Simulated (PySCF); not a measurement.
**NMR data sheet: C2H6FNSi**

```
Formula                               : C2H6FNSi
SMILES                                : C=N[Si@@H](C)F
InChI                                 : InChI=1S/C2H6FNSi/c1-4-5(2)3/h5H,1H2,2H3/t5-/m0/s1
Point group of the computed structure : C1
Degrees of unsaturation               : 1
Carbon signals                        : 2
Proton signals                        : 4
```

Structure with atom numbers: `[CH2:1]=[N:2][Si@@H:3]([CH3:4])[F:5]`; H(Xn) means a hydrogen on atom n. Ha(C1) is cis to Si3; Hb(C1) is trans to Si3.

[PySCF: structure optimised with GFN2-xTB; GIAO PBE0/pcSseg-1 shieldings; gas phase; averaged over atoms made equivalent by symmetry, fast rotation or ring inversion; one computed conformer; non-relativistic]

References, each an isolated molecule treated in the same way: 1H, 13C, 29Si vs TMS; 19F against CFCl3; 15N vs NH3.

| carbon | δC, type | δH (multiplicity) | HMBC from (2–3 bonds) | span of the C tensor (ppm) |
| --- | --- | --- | --- | --- |
| C1 | 173.8, CH2 | Ha(C1) 8.85 (m); Hb(C1) 8.64 (m) | H(Si3) | 213 |
| C4 | -1.4, CH3 | 0.36 (m) | H(Si3) | 12 |

Other nuclei:
```csv
atoms,nucleus,environment,δ (ppm),σ (ppm)
H(Si3),1H,"hydrogen on a silicon bonded to C, F, N",5.35,26.36
F5,19F,fluorine bonded to Si,-174.3,345.3
Si3,29Si,"silicon bonded to C, F, N, H",-12.6,361.8
N2,15N,imine nitrogen,426.7,-158.9
```

- Carbon types of the structure: 1 × CH2, 1 × CH3, leaving 1 H on heteroatoms.
- δC 173.8: C=N carbon.
- δC -1.4: methyl carbon bonded to Si; an electropositive neighbour leaves it electron-rich and shielded.
- δH 8.85, 8.64: hydrogen on a C=N carbon.
- δH 5.35: hydrogen on a silicon bonded to C, F, N.
- δH 0.36: hydrogen on a methyl carbon bonded to Si; an electropositive neighbour shields it, as in TMS itself.

Splittings by 19F in the carbon and heteronuclear signals aren't shown, as no couplings were computed. Shifts are as computed. Against solution values, carbons near 30 ppm lie about +3 ppm off and those near 130 ppm about +5 ppm (rms about the fit 2.1 ppm; single classes can miss by 10 ppm). Of 1328 compounds with measured shifts, 309 miss one by over three times the rms of a fit or turn the order of signals round; such compounds aren't used in these exercises. Signals without a measured value on file couldn't be tested in this way; 1H shifts scatter by 0.2 ppm about their fit, and single ones miss by 0.5 ppm. Unscaled 19F shifts against computed CFCl3 carry errors that often reach 10 to 50 ppm. Experimental scales use liquid or dissolved standards, which lie at an offset from isolated NH3 (liquid NH3: subtract about 20 ppm). Unscaled 15N shifts of sp2 nitrogen often come out too high even then, by a few to some tens of ppm. Multiplicities follow the n + 1 count of equivalent neighbours, as no J values were calculated; m marks all less simple cases, F and P coupling included.
